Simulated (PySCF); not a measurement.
## Static response to an electric field

Compound: C₅H₅ClFNO.
Geometry (PBE0-D3(BJ)/def2-SVP, Å), atoms numbered from 1 in this order:
```xyz
14
C5H5ClFNO angstrom
N      3.3333   -1.6819    1.2381
C      2.5660   -0.9485    0.7812
C      1.6269    0.0040    0.1916
O      0.3293   -0.3221    0.6235
C     -0.7283    0.2384   -0.0027
C     -0.7688    1.4198   -0.6333
F      0.2725    2.2531   -0.7032
C     -1.9430   -0.6140    0.0789
Cl    -1.7499   -2.1092   -0.8883
H      1.9197    1.0235    0.4911
H      1.7024   -0.0569   -0.9087
H     -1.6609    1.7827   -1.1456
H     -2.1104   -0.9265    1.1189
H     -2.8300   -0.0818   -0.2847
```

Level: CAM-B3LYP/def2-SVPD (PySCF), static field, nuclei fixed, core orbitals frozen in the response. The polarisability tensor in these axes (au):

```
x   87.97 -4.20  8.50
y   -4.20 93.37 -6.32
z    8.50 -6.32 67.79
```

Task: Diagonalise the tensor; give its mean and Δα, where Δα² is half the sum of the squared differences of the eigenvalues.

Result: Principal values 63.96, 86.37 and 98.80 au; mean 83.04 au = 12.31 Å³ = 13.69 × 10⁻⁴⁰ C²·m²/J; Δα = 30.58 au (37 % of the mean).

Task: What is the dipole moment, and where does it point?

Result: (-3.10, 3.48, -1.17) D, 4.81 D in size, pointing from the negative to the positive side. Measured along this direction, the outermost atoms are N1 at the negative end and H12 at the positive end.

Task: What depolarisation ratio follows for Rayleigh scattering of linearly polarised light, taking the static tensor?

Result: ρ = 3Δα²/(45ᾱ² + 4Δα²) = 2805.5/(310336 + 3740.7) = 0.00893.

Task: What molar refraction does this α imply?

Result: Lorentz–Lorenz: R = (4π/3)N_A α = 2.5225 cm³/(mol·Å³) × 12.31 Å³ = 31.0 cm³/mol, in the limit of long wavelengths.

Task: In a dilute gas of rigid molecules at 273 K, how does the orientational term μ²/3kT compare with the electronic polarisability?

Result: In Gaussian units μ²/3kT = 204.48 Å³ against 12.31 Å³, a ratio of 16.62; the Debye molar polarisation (4π/3)N_A(α + μ²/3kT) is 546.9 cm³/mol, leaving out the vibrational part.

Task: Form Σ f/ω² (atomic units) for the 6 lowest TDDFT singlets, given as eV and f, and set it beside the mean polarisability, which is this sum over all singlets: 6.28, 0.0163; 6.60, 0.2626; 6.98, 0.0119; 7.10, 0.0365; 7.18, 0.0012; 7.27, 0.0176.

Result: They add up to 5.75 au, 6.9 % of the 83.04 au; the largest single term is 4.46 au, from the state at 6.60 eV. Terms in order: 0.31, 4.46, 0.18, 0.54, 0.02, 0.25 au. Higher excitations give the rest. The strengths listed sum to 0.346.

Task: Along which axes do the principal values lie, and how far do the nuclei extend along each?

Result: Largest value along (-0.54, 0.78, -0.31), where the nuclei span 6.16 Å; middle along (0.78, 0.61, 0.15), 4.97 Å; least along (-0.30, 0.16, 0.94), 2.93 Å. The response follows the extents in order.

Isolated species at its PBE0-D3(BJ)/def2-SVP geometry (one conformer only).
